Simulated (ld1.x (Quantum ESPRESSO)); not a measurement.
# Before and after: PAW potential for chromium

| Property | Result |
| --- | --- |
| Element | Cr (Z = 24) |
| Generator | ld1.x (Quantum ESPRESSO) 7.5 |
| Type | PAW |
| Functional | LDA (PZ) |
| Relativity | scalar-relativistic |
| Frozen core | [Ne] 3s2 |
| Valence charge | 12 |
| Reference configuration | 3p6 3d5 4s0 4p0 (charge +1) |
| Partial waves | 4s (bound, empty): rcut 2.00, rcutus 2.40 bohr; 4s channel at 3.85 Ry: rcut 2.00, rcutus 2.40 bohr; 3p (bound): rcut 1.60, rcutus 1.75 bohr; 4p (bound, empty): rcut 1.60, rcutus 1.75 bohr; 3d (bound): rcut 1.15, rcutus 1.40 bohr; 3d channel at -0.35 Ry: rcut 1.15, rcutus 1.40 bohr |
| Local potential | all-electron potential smoothed inside 1.70 bohr (lloc = -1) |
| Core correction | Bessel-smoothed model core inside 1.40 bohr |
| Augmentation charge | BESSEL, radius 1.00 bohr |

All-electron outer shells of the reference configuration (LDA (PZ), scalar-relativistic, ld1.x):

```json
{"shell": "3s", "level (eV)": "-80.63", "outermost node (bohr)": "0.36", "outermost maximum (bohr)": "0.78"}
{"shell": "3p", "level (eV)": "-52.46", "outermost node (bohr)": "0.33", "outermost maximum (bohr)": "0.80"}
{"shell": "4s", "level (eV)": "-10.19", "outermost node (bohr)": "1.12", "outermost maximum (bohr)": "2.55"}
{"shell": "3d", "level (eV)": "-10.16", "outermost node (bohr)": "–", "outermost maximum (bohr)": "0.84"}
{"shell": "4p", "level (eV)": "-6.10", "outermost node (bohr)": "1.24", "outermost maximum (bohr)": "3.19"}
```

Change: reference 3p6 3d5 4s1 4p0.

Cutoffs: the cutoffs (Ry, on a coarse ladder) from which the occupation-weighted sum of valence levels, in a spherical-Bessel basis at the reference potential, stays within 10 and 1 mRy of its value at 400 Ry; they do not see the model core or the augmentation charge, which bear on the density cutoff. Errors are all-electron minus pseudo energies relative to the spin-unpolarised reference configuration.

Problem. What does the change do?

Solution. The potential gets neither clearly harder nor softer (50 Ry and 90 Ry → 50 Ry and 90 Ry); the number of tests that count goes from 8 to 9; the range in which the s phases agree narrows (upper end at the end of the scan → 2.2); neither file shows a bound ghost at the reference potential, the only one tested.

| quantity | base | changed |
| --- | --- | --- |
| cutoff, loose | 50 Ry | 50 Ry |
| cutoff, tight | 90 Ry | 90 Ry |
| bound ghosts | none | none |
| tests counted (converged, no solver errors) | 8 of 9 | 9 of 9 |
| s: phases at 2.59 bohr within 0.05 rad from the reference energy up to (Ry; the scan ends near 5) | to the end of the scan | 2.2 |
| p: phases at 2.59 bohr within 0.05 rad from the reference energy up to (Ry; the scan ends near 5) | 4.1 | 4.4 |
| d: phases at 2.59 bohr within 0.05 rad from the reference energy up to (Ry; the scan ends near 5) | to the end of the scan | to the end of the scan |
| lowest overlap eigenvalue by channel | s 0.83, p 0.11, d 0.85 | s 0.81, p 0.11, d 0.87 |

Base: Tests not counted: 3p6 3d2 4s0 4p0 (solver errors, printed error -807 eV).
